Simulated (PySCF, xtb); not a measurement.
CH₃AlBrFO, SMILES C[O][Al]([F])[Br].

GFN2-xTB in xtb at its own geometry gives an orbital gap of 4.15 eV and a dipole moment of 4.07 D.

The structure is a stationary point at B3LYP-D3(BJ)/def2-SVP. Other conformers were not sampled.

Task: What does M06-2X/def2-TZVP run with PySCF give? (The exact figures need the calculation; the answer reports its results.)

Result: gap 9.59 eV (levels -10.12 and -0.52 eV), dipole 2.14 D.
